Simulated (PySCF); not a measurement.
Peak assignment

Bonds (- single, = double, # triple, : aromatic): C1-C2, C2-C3, C2-O4, O4-C5, C5=O6, C5-Si7, Si7-F8. C1 carries H9, H10, H11; C2 carries H12; C3 carries H13, H14, H15; Si7 carries H16, H17.

[PySCF: geometry from GFN2-xTB; shielding tensors at PBE0/pcSseg-1 (GIAO); no relativistic terms; one averaged value for each set of equivalent atoms; a single conformation; gas phase]

Scale: 13C, 1H against TMS (reference shieldings calculated alike).

(1) Assign these signals to the numbered atoms. 13C{1H} NMR (computed): δ 184.4, 69.1, 23.8.

(2) Assign these signals to the numbered atoms. 1H NMR (400 MHz, computed): δ 5.37 (sept, 1H), 5.05 (m, 2H), 1.36 (d, 6H).

Results:

(1) 
| δ (ppm) | atoms | environment | reason |
| --- | --- | --- | --- |
| 184.4 | C5 | carbonyl carbon | – |
| 69.1 | C2 | sp3 CH bonded to O | the inductive effect lowers its shielding |
| 23.8 | C1/C3 | methyl carbon | a saturated carbon with 1 carbon neighbour and no heteroatom attached |

(2) 
5.37 → H12, hydrogen on an sp3 CH bonded to O: its carbon carries O, an electronegative neighbour
5.05 → H16/H17, hydrogen on a silicon bonded to C, F
1.36 → H9/H10/H11/H13/H14/H15, hydrogen on a methyl carbon

Splittings by 19F in the carbon and heteronuclear signals aren't shown, as no couplings were computed. Shifts are as computed. Against solution values, carbons near 30 ppm lie about +3 ppm off and those near 130 ppm about +5 ppm. Of 1211 compounds with measured shifts, 218 miss one by over three times the rms of a fit or turn the order of signals round; such compounds aren't used in these exercises. Multiplicities follow the n + 1 count of equivalent neighbours, as no J values were calculated; m marks all less simple cases, F and P coupling included.
